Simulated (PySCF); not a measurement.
# Radial density of Zr (zirconium, neutral)

M06-2X, [Kr] 4d1 5s2 5p1, one real determinant (an excited configuration). Calculation: PySCF 2.14, in def2-TZVPPD with the def2 core potential (28 electrons); a scalar-relativistic core potential. This is the valence pseudo-density: the core potential removes the inner electrons and smooths the orbitals near the nucleus.

| r (bohr) | 4πr²ρ (e/bohr) | 4πr²(ρα − ρβ) |
| --- | --- | --- |
| 0.0483 | 1.302e-05 | 0.0000 |
| 0.0812 | 5.124e-05 | 0.0000 |
| 0.137 | 0.0002850 | 0.0000 |
| 0.230 | 0.002884 | 0.0002 |
| 0.386 | 0.07415 | 0.0037 |
| 0.650 | 2.036 | 0.0717 |
| 1.09 | 8.490 | 0.4161 |
| 1.84 | 3.501 | 0.5273 |
| 3.09 | 1.199 | 0.4207 |
| 5.20 | 0.4110 | 0.1822 |
| 8.75 | 0.01874 | 0.0137 |
| 14.7 | 3.122e-05 | 0.0000 |

⟨L²⟩ = 8.07 against 12 for a pure F term, so this real determinant mixes terms. Energies and moments cover only the electrons outside the core potential.
